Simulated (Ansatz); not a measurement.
A short molecular-dynamics run on H14N2Si4Sn, SMILES `[SiH3][N]([SiH3])[SnH2][N]([SiH3])[SiH3]`.

```yaml
crystal:
  periodic: [false, false, false]
  atoms:
    - {symbol: Si, position_ang: [1.457518, -2.208456, -1.502132]}
    - {symbol: N, position_ang: [0.270105, -0.977794, -1.262509]}
    - {symbol: Si, position_ang: [0.259874, 0.446056, -2.244911]}
    - {symbol: Sn, position_ang: [-1.075889, -1.067924, 0.260081]}
    - {symbol: N, position_ang: [-0.669356, 0.591811, 1.363174]}
    - {symbol: Si, position_ang: [-1.840487, 1.837847, 1.604122]}
    - {symbol: Si, position_ang: [0.948590, 0.774213, 1.948272]}
    - {symbol: H, position_ang: [1.804787, -2.838100, -0.199401]}
    - {symbol: H, position_ang: [2.676926, -1.600744, -2.102960]}
    - {symbol: H, position_ang: [0.985637, -3.287669, -2.414400]}
    - {symbol: H, position_ang: [-1.012359, 1.176284, -1.984601]}
    - {symbol: H, position_ang: [1.396519, 1.355447, -1.936750]}
    - {symbol: H, position_ang: [0.331840, 0.097440, -3.690638]}
    - {symbol: H, position_ang: [-0.727784, -2.480914, 1.140958]}
    - {symbol: H, position_ang: [-2.664477, -0.898765, -0.323123]}
    - {symbol: H, position_ang: [-1.153529, 3.157929, 1.659859]}
    - {symbol: H, position_ang: [-2.603311, 1.666304, 2.872243]}
    - {symbol: H, position_ang: [-2.817739, 1.832364, 0.482088]}
    - {symbol: H, position_ang: [1.626420, -0.549007, 1.854995]}
    - {symbol: H, position_ang: [0.951409, 1.223865, 3.367684]}
    - {symbol: H, position_ang: [1.730806, 1.760511, 1.154851]}
basis:
  gaussian: {orbitals: def2-SVP}
hamiltonian: {xc: {name: r2SCAN}, dispersion: d3bjatm}
md: {timestep: 0.5 fs, n_steps: 20, ensemble: nve, temperature: 1500, initial_velocities: maxwell_boltzmann, seed: 177}
```

```sh
$ ansatz run in.yaml --threads 4 --pin off --events-out ev --progress --plain --max-ram 41984MiB --backend cuda --devices 0, --max-vram 37GiB
```

```csv
step,time (fs),potential energy (eV),kinetic (eV),T (K),conserved (eV)
0,0.0,-40536.9476,3.6839,1500,-40533.2637
1,0.5,-40536.8822,3.6187,1473,-40533.2635
2,1.0,-40536.7192,3.4569,1408,-40533.2623
3,1.5,-40536.4791,3.2189,1311,-40533.2602
4,2.0,-40536.1965,2.9390,1197,-40533.2575
5,2.5,-40535.9148,2.6600,1083,-40533.2548
6,3.0,-40535.6760,2.4230,987,-40533.2529
7,3.5,-40535.5092,2.2569,919,-40533.2524
8,4.0,-40535.4237,2.1706,884,-40533.2531
9,4.5,-40535.4078,2.1530,877,-40533.2548
10,5.0,-40535.4359,2.1793,887,-40533.2566
11,5.5,-40535.4786,2.2205,904,-40533.2581
12,6.0,-40535.5113,2.2524,917,-40533.2589
13,6.5,-40535.5190,2.2599,920,-40533.2591
14,7.0,-40535.4962,2.2374,911,-40533.2588
15,7.5,-40535.4451,2.1868,890,-40533.2583
16,8.0,-40535.3720,2.1142,861,-40533.2578
17,8.5,-40535.2848,2.0275,826,-40533.2572
18,9.0,-40535.1914,1.9346,788,-40533.2568
19,9.5,-40535.0997,1.8434,751,-40533.2563
20,10.0,-40535.0180,1.7623,718,-40533.2557
```

Velocities are drawn at the set temperature; a run this short doesn't reach equilibrium.

Frames (Å, forces in eV/Å):

```xyz
21
time=0.0 fs
Si    1.458   -2.208   -1.502    0.280   -0.334   -0.050
N     0.270   -0.978   -1.263   -0.033   -0.018    0.047
Si    0.260    0.446   -2.245   -0.025    0.361   -0.225
Sn   -1.076   -1.068    0.260   -0.409   -0.410    0.098
N    -0.669    0.592    1.363   -0.034   -0.046   -0.030
Si   -1.840    1.838    1.604   -0.318    0.295    0.063
Si    0.949    0.774    1.948    0.405    0.019    0.130
H     1.805   -2.838   -0.199    0.052   -0.071    0.104
H     2.677   -1.601   -2.103    0.118    0.046   -0.051
H     0.986   -3.288   -2.414   -0.022   -0.119   -0.095
H    -1.012    1.176   -1.985   -0.105    0.076    0.004
H     1.397    1.355   -1.937    0.112    0.102    0.012
H     0.332    0.097   -3.691    0.003   -0.017   -0.140
H    -0.728   -2.481    1.141    0.027   -0.091    0.054
H    -2.664   -0.899   -0.323   -0.101    0.015   -0.036
H    -1.154    3.158    1.660    0.052    0.128    0.002
H    -2.603    1.666    2.872   -0.087    0.008    0.126
H    -2.818    1.832    0.482   -0.098    0.022   -0.090
H     1.626   -0.549    1.855    0.075   -0.105    0.006
H     0.951    1.224    3.368    0.016    0.038    0.134
H     1.731    1.761    1.155    0.093    0.101   -0.065
21
time=1.0 fs
Si    1.458   -2.198   -1.517   -0.531   -1.016   -1.090
N     0.277   -0.993   -1.261   -0.430    0.754    0.001
Si    0.261    0.450   -2.243    0.447   -0.560   -0.823
Sn   -1.076   -1.070    0.264   -0.525    0.492   -0.575
N    -0.652    0.597    1.364   -0.987   -0.131   -0.292
Si   -1.837    1.841    1.597   -0.262    0.071    0.024
Si    0.938    0.775    1.954    0.994   -0.742    0.251
H     1.788   -2.828   -0.283    0.403   -0.627    1.320
H     2.650   -1.585   -2.075    0.682    0.272   -0.452
H     0.953   -3.337   -2.409    0.262    0.447    0.121
H    -1.008    1.117   -1.974   -0.550    0.458    0.071
H     1.409    1.356   -1.942   -0.008    0.064   -0.033
H     0.320    0.051   -3.727    0.010    0.276    0.596
H    -0.751   -2.416    1.128    0.255   -1.024    0.656
H    -2.657   -0.917   -0.356   -0.047    0.066    0.020
H    -1.158    3.142    1.675    0.269    0.470   -0.024
H    -2.639    1.729    2.844   -0.082   -0.169    0.187
H    -2.787    1.849    0.460   -0.158   -0.015   -0.190
H     1.636   -0.571    1.918   -0.151    0.273   -0.052
H     0.921    1.222    3.348    0.035    0.244    0.587
H     1.721    1.726    1.164    0.373    0.396   -0.302
21
time=2.0 fs
Si    1.458   -2.188   -1.533   -1.185   -1.549   -2.026
N     0.284   -1.008   -1.259   -0.843    1.490   -0.006
Si    0.262    0.453   -2.241    0.832   -1.320   -1.220
Sn   -1.077   -1.073    0.268   -0.661    1.433   -1.315
N    -0.635    0.602    1.366   -1.976   -0.224   -0.589
Si   -1.833    1.845    1.590   -0.258   -0.089    0.017
Si    0.927    0.775    1.960    1.648   -1.341    0.464
H     1.776   -2.824   -0.355    0.745   -1.206    2.462
H     2.630   -1.566   -2.051    1.178    0.485   -0.789
H     0.922   -3.382   -2.402    0.489    0.896    0.221
H    -1.009    1.062   -1.963   -0.914    0.759    0.128
H     1.421    1.357   -1.947   -0.133    0.024   -0.069
H     0.309    0.007   -3.757    0.030    0.527    1.113
H    -0.772   -2.361    1.121    0.481   -1.989    1.315
H    -2.650   -0.934   -0.388    0.017    0.111    0.082
H    -1.160    3.130    1.691    0.450    0.738   -0.042
H    -2.675    1.790    2.817   -0.038   -0.331    0.177
H    -2.758    1.866    0.437   -0.181   -0.048   -0.249
H     1.645   -0.591    1.980   -0.344    0.586   -0.134
H     0.891    1.223    3.334    0.048    0.427    0.955
H     1.716    1.696    1.171    0.613    0.624   -0.493
21
time=3.0 fs
Si    1.458   -2.179   -1.549   -1.383   -2.084   -2.442
N     0.290   -1.022   -1.257   -1.247    2.156    0.028
Si    0.264    0.456   -2.239    0.980   -1.850   -1.404
Sn   -1.077   -1.075    0.272   -0.730    2.077   -1.893
N    -0.619    0.607    1.366   -2.949   -0.324   -0.906
Si   -1.830    1.849    1.583   -0.281   -0.103    0.029
Si    0.918    0.775    1.966    2.376   -1.653    0.791
H     1.770   -2.832   -0.403    0.939   -1.517    3.015
H     2.621   -1.542   -2.035    1.427    0.584   -0.977
H     0.896   -3.418   -2.393    0.649    1.209    0.222
H    -1.019    1.014   -1.951   -1.054    0.921    0.143
H     1.431    1.358   -1.953   -0.245   -0.008   -0.093
H     0.298   -0.032   -3.777    0.058    0.720    1.419
H    -0.789   -2.325    1.126    0.623   -2.644    1.799
H    -2.643   -0.951   -0.419    0.080    0.147    0.147
H    -1.158    3.125    1.705    0.552    0.853   -0.060
H    -2.711    1.847    2.792    0.048   -0.477    0.106
H    -2.731    1.882    0.411   -0.162   -0.077   -0.252
H     1.651   -0.606    2.041   -0.488    0.802   -0.226
H     0.861    1.227    3.329    0.061    0.548    1.127
H     1.716    1.671    1.173    0.746    0.721   -0.573
21
time=4.0 fs
Si    1.457   -2.170   -1.566   -0.965   -2.761   -2.099
N     0.295   -1.034   -1.255   -1.611    2.721    0.099
Si    0.266    0.458   -2.238    0.812   -2.146   -1.394
Sn   -1.078   -1.077    0.275   -0.656    2.107   -2.058
N    -0.606    0.612    1.366   -3.839   -0.424   -1.216
Si   -1.827    1.852    1.576   -0.295    0.069    0.042
Si    0.909    0.774    1.972    3.148   -1.631    1.226
H     1.773   -2.853   -0.422    0.901   -1.331    2.682
H     2.626   -1.513   -2.028    1.319    0.498   -0.983
H     0.877   -3.443   -2.381    0.747    1.396    0.154
H    -1.039    0.974   -1.937   -0.898    0.937    0.097
H     1.440    1.360   -1.959   -0.329   -0.023   -0.100
H     0.287   -0.064   -3.783    0.087    0.854    1.551
H    -0.799   -2.314    1.149    0.611   -2.662    1.860
H    -2.635   -0.965   -0.449    0.130    0.168    0.212
H    -1.150    3.128    1.720    0.551    0.780   -0.088
H    -2.747    1.901    2.768    0.164   -0.609   -0.001
H    -2.705    1.898    0.383   -0.108   -0.102   -0.200
H     1.651   -0.612    2.100   -0.576    0.915   -0.317
H     0.832    1.237    3.334    0.080    0.582    1.044
H     1.723    1.654    1.169    0.729    0.661   -0.510
21
time=5.0 fs
Si    1.456   -2.163   -1.584   -0.072   -3.493   -1.217
N     0.299   -1.044   -1.253   -1.901    3.159    0.190
Si    0.268    0.460   -2.238    0.373   -2.259   -1.221
Sn   -1.079   -1.079    0.279   -0.444    1.520   -1.755
N    -0.595    0.616    1.366   -4.577   -0.517   -1.487
Si   -1.824    1.856    1.569   -0.283    0.403    0.038
Si    0.901    0.773    1.978    3.888   -1.316    1.714
H     1.785   -2.887   -0.417    0.681   -0.735    1.711
H     2.642   -1.480   -2.030    0.900    0.240   -0.848
H     0.864   -3.455   -2.369    0.791    1.471    0.039
H    -1.067    0.944   -1.923   -0.499    0.854   -0.003
H     1.445    1.361   -1.967   -0.376   -0.019   -0.093
H     0.277   -0.088   -3.775    0.115    0.928    1.531
H    -0.804   -2.328    1.189    0.456   -2.040    1.451
H    -2.625   -0.979   -0.477    0.158    0.176    0.273
H    -1.137    3.138    1.733    0.453    0.542   -0.129
H    -2.782    1.948    2.743    0.290   -0.723   -0.112
H    -2.680    1.913    0.352   -0.032   -0.122   -0.102
H     1.647   -0.610    2.156   -0.606    0.927   -0.396
H     0.804    1.252    3.349    0.112    0.533    0.735
H     1.737    1.642    1.161    0.572    0.472   -0.320
21
time=6.0 fs
Si    1.455   -2.156   -1.602    0.974   -4.042   -0.229
N     0.302   -1.052   -1.251   -2.084    3.450    0.283
Si    0.270    0.461   -2.238   -0.205   -2.251   -0.910
Sn   -1.079   -1.081    0.282   -0.171    0.631   -1.175
N    -0.587    0.620    1.364   -5.091   -0.595   -1.687
Si   -1.821    1.860    1.562   -0.241    0.825    0.005
Si    0.894    0.772    1.985    4.477   -0.804    2.174
H     1.803   -2.929   -0.395    0.409   -0.027    0.616
H     2.668   -1.444   -2.040    0.331   -0.105   -0.649
H     0.859   -3.453   -2.356    0.784    1.436   -0.112
H    -1.100    0.922   -1.908    0.011    0.731   -0.128
H     1.447    1.361   -1.976   -0.381    0.007   -0.071
H     0.269   -0.104   -3.752    0.139    0.938    1.361
H    -0.804   -2.361    1.243    0.240   -1.102    0.773
H    -2.614   -0.990   -0.502    0.160    0.173    0.322
H    -1.120    3.154    1.745    0.293    0.211   -0.179
H    -2.814    1.988    2.718    0.405   -0.817   -0.201
H    -2.656    1.926    0.321    0.047   -0.135    0.021
H     1.636   -0.600    2.208   -0.578    0.836   -0.453
H     0.777    1.272    3.372    0.155    0.424    0.298
H     1.756    1.635    1.150    0.327    0.218   -0.058
21
time=7.0 fs
Si    1.455   -2.151   -1.620    1.904   -4.241    0.609
N     0.303   -1.058   -1.248   -2.137    3.582    0.355
Si    0.272    0.461   -2.238   -0.787   -2.154   -0.464
Sn   -1.080   -1.083    0.286    0.086   -0.221   -0.563
N    -0.583    0.624    1.361   -5.329   -0.652   -1.785
Si   -1.818    1.864    1.555   -0.179    1.248   -0.063
Si    0.889    0.770    1.993    4.800   -0.196    2.518
H     1.826   -2.970   -0.367    0.174    0.560   -0.266
H     2.696   -1.409   -2.057   -0.225   -0.440   -0.454
H     0.862   -3.437   -2.344    0.721    1.275   -0.301
H    -1.133    0.906   -1.895    0.498    0.613   -0.248
H     1.445    1.362   -1.985   -0.346    0.053   -0.039
H     0.261   -0.110   -3.716    0.158    0.871    1.021
H    -0.802   -2.404    1.304    0.040   -0.197    0.081
H    -2.602   -1.000   -0.525    0.132    0.164    0.356
H    -1.100    3.171    1.756    0.112   -0.133   -0.230
H    -2.842    2.021    2.691    0.492   -0.886   -0.252
H    -2.631    1.938    0.290    0.113   -0.140    0.147
H     1.620   -0.581    2.255   -0.489    0.640   -0.479
H     0.751    1.297    3.397    0.204    0.289   -0.154
H     1.778    1.630    1.138    0.057   -0.035    0.211
21
time=8.0 fs
Si    1.455   -2.148   -1.639    2.602   -4.046    1.279
N     0.303   -1.062   -1.246   -2.054    3.553    0.391
Si    0.274    0.460   -2.238   -1.284   -1.967    0.140
Sn   -1.081   -1.084    0.289    0.291   -0.868   -0.059
N    -0.582    0.627    1.357   -5.265   -0.687   -1.762
Si   -1.815    1.868    1.547   -0.106    1.605   -0.169
Si    0.885    0.768    2.002    4.786    0.445    2.685
H     1.850   -3.006   -0.342    0.003    0.958   -0.861
H     2.723   -1.379   -2.078   -0.670   -0.708   -0.294
H     0.871   -3.409   -2.335    0.591    0.965   -0.540
H    -1.161    0.897   -1.884    0.882    0.522   -0.344
H     1.440    1.364   -1.994   -0.279    0.112    0.000
H     0.256   -0.108   -3.670    0.167    0.707    0.477
H    -0.800   -2.450    1.366   -0.106    0.501   -0.482
H    -2.589   -1.009   -0.544    0.078    0.151    0.372
H    -1.079    3.187    1.764   -0.056   -0.426   -0.271
H    -2.865    2.045    2.662    0.538   -0.926   -0.254
H    -2.605    1.949    0.261    0.154   -0.135    0.256
H     1.599   -0.556    2.298   -0.336    0.332   -0.464
H     0.727    1.324    3.421    0.251    0.156   -0.540
H     1.801    1.625    1.128   -0.185   -0.243    0.441
21
time=9.0 fs
Si    1.455   -2.145   -1.656    3.067   -3.490    1.860
N     0.302   -1.063   -1.243   -1.840    3.376    0.381
Si    0.276    0.459   -2.239   -1.654   -1.677    0.918
Sn   -1.082   -1.086    0.292    0.440   -1.291    0.306
N    -0.585    0.630    1.351   -4.911   -0.706   -1.618
Si   -1.812    1.873    1.540   -0.025    1.858   -0.307
Si    0.884    0.766    2.012    4.424    1.079    2.650
H     1.874   -3.033   -0.324   -0.115    1.189   -1.221
H     2.743   -1.355   -2.101   -0.975   -0.887   -0.178
H     0.886   -3.372   -2.332    0.381    0.487   -0.838
H    -1.180    0.893   -1.876    1.130    0.459   -0.407
H     1.432    1.366   -2.004   -0.192    0.176    0.041
H     0.251   -0.099   -3.620    0.167    0.435   -0.288
H    -0.799   -2.491    1.424   -0.199    0.968   -0.882
H    -2.574   -1.016   -0.559    0.001    0.137    0.369
H    -1.059    3.200    1.770   -0.191   -0.634   -0.294
H    -2.883    2.061    2.630    0.534   -0.936   -0.206
H    -2.578    1.959    0.234    0.162   -0.118    0.332
H     1.576   -0.528    2.337   -0.127   -0.078   -0.401
H     0.706    1.353    3.439    0.291    0.042   -0.822
H     1.823    1.618    1.123   -0.369   -0.388    0.606
21
time=10.0 fs
Si    1.457   -2.144   -1.673    3.334   -2.659    2.415
N     0.299   -1.061   -1.240   -1.516    3.072    0.323
Si    0.277    0.457   -2.239   -1.882   -1.297    1.813
Sn   -1.082   -1.088    0.295    0.541   -1.534    0.550
N    -0.591    0.632    1.345   -4.312   -0.715   -1.366
Si   -1.809    1.879    1.533    0.064    1.992   -0.471
Si    0.883    0.764    2.022    3.770    1.662    2.427
H     1.896   -3.049   -0.319   -0.196    1.296   -1.421
H     2.754   -1.339   -2.127   -1.142   -0.979   -0.102
H     0.905   -3.330   -2.336    0.099   -0.132   -1.192
H    -1.189    0.893   -1.873    1.241    0.424   -0.437
H     1.423    1.371   -2.013   -0.101    0.232    0.082
H     0.249   -0.086   -3.573    0.156    0.078   -1.210
H    -0.799   -2.523    1.473   -0.249    1.250   -1.142
H    -2.560   -1.022   -0.571   -0.090    0.123    0.352
H    -1.040    3.206    1.773   -0.283   -0.744   -0.297
H    -2.896    2.067    2.596    0.478   -0.917   -0.110
H    -2.549    1.967    0.210    0.136   -0.089    0.366
H     1.551   -0.501    2.372    0.114   -0.551   -0.293
H     0.688    1.382    3.450    0.321   -0.046   -0.987
H     1.840    1.606    1.123   -0.483   -0.466    0.699
```

It took 33 s on 4 threads of an AMD EPYC 7R13 on a shared host and a share of an NVIDIA H100 80 GB, with 1.1 GiB of host memory at the peak.
